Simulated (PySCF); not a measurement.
The multiplicity is imposed and other spin states were not computed.

B3LYP has the VWN-RPA correlation part, as in Gaussian. 

Species: [Au(CO)(CN)] (charge 0, multiplicity 1).

### Question
Predict the dipole moment, HOMO and charge on the central atom (Mulliken) from PySCF with B3LYP-D3(BJ)/def2-TZVP // PBE-D3(BJ)/def2-SVP.

### Answer

```yaml
dipole_moment: 6.45 D
HOMO: -8.69 eV
charge on the central atom (Mulliken): 0.32 e
```
